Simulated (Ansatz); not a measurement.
Program: Ansatz. Geometries: PBE0-D4/def2-TZVP. ΔE: electronic, gas phase. CCSD(T)/CBS adds triple-zeta CCSD(T) − MP2 to the extrapolated MP2 energy (def2 sets, frozen cores). DFT in def2-TZVPP. def2 core potentials past Kr. For Ga, Sb outer-core shells are correlated without core-valence functions, which leaves a few kJ/mol of doubt a bond. Scalar relativity is left out up to krypton. One conformer a species, not always the lowest.

Consider the formal exchange of groups at a B–B bond: `CB[BH][GaH2]` + stibine → `C[BH][SbH2]` + `[BH2][GaH2]`.

```csv
level,ΔE (kJ/mol),difference from CCSD(T)/CBS
PBE-D4,23.4,21.0
r2SCAN-D4,20.3,17.9
CAM-B3LYP-D4,16.0,13.6
ωB97M-V,11.3,8.9
PBE-QIDH,6.6,4.2
PBE,23.7,21.3
CAM-B3LYP,16.3,13.9
RPA@PBE/def2-TZVPP,3.9,1.5
HF/def2-SVP,-0.3,-2.7
HF/def2-TZVPP,0.4,-2.0
HF/def2-QZVPP,0.2,-2.2
MP2/def2-QZVPP,-4.1,-6.5
SCS-MP2/def2-QZVPP,-2.9,-5.3
HF/CBS(def2),0.1,-2.3
MP2/CBS(def2),-5.5,-7.9
CCSD/CBS(def2),2.0,-0.4
CCSD(T)/CBS,2.4,0
```

(1) What do rigid-rotor, harmonic-oscillator terms from PBE0-D4/def2-TZVP frequencies (298.15 K, 1 bar) make of the CCSD(T)/CBS value? (An estimate is asked.)

Largest T1 diagnostic among the species: 0.014.

Answers

(1) Computed: ΔZPE = +4.3 kJ/mol, ΔH = +5.8 kJ/mol, ΔS = 1 J/(mol·K), ΔG = +5.7 kJ/mol.

Leaving LDA and LC-ωPBE aside and taking each functional with its dispersion term where it has one, the values, not all of them listed here, spread over 26.2 kJ/mol, from PBE-QIDH to B97M-V. LDA lies +6.2 kJ/mol from PBE without D4. At CCSD(T), def2-SVP lies +6.3 kJ/mol from the extrapolated value and def2-TZVPP +3.6 kJ/mol.

CCSD(T)/CBS has its own doubt, a few kJ/mol and more with outer-core shells, so smaller differences from it don't rank the levels.
